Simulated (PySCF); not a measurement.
Se(OH)₂ (singlet). All numbers come from PBE0 in PySCF with Se def2-TZVP, O def2-TZVP, H def2-TZVP; no relativity; density-fitted integrals.

Harmonic bands of its minimum:

```
ω (cm⁻¹)  IR (km/mol)
     272          0.1
     471          129
     478          107
     674          128
     707         42.4
    1111         59.9
    1114         27.8
    3830          143
    3833         29.6
```

**Question.** The central atom is Se. Infer the point group and assign the bands.

**Answer.** C2. The modes span 5a + 4b: 272 a, 471 a, 478 b, 674 b, 707 a, 1111 b, 1114 a, 3830 b, 3833 a. The computed geometry has O–H 0.963 Å (×2), Se–O 1.782 Å (×2); H–O–Se 107.7° (×2), O–Se–O 100.8°.

Only a few start shapes were tried, so a lower isomer may exist.
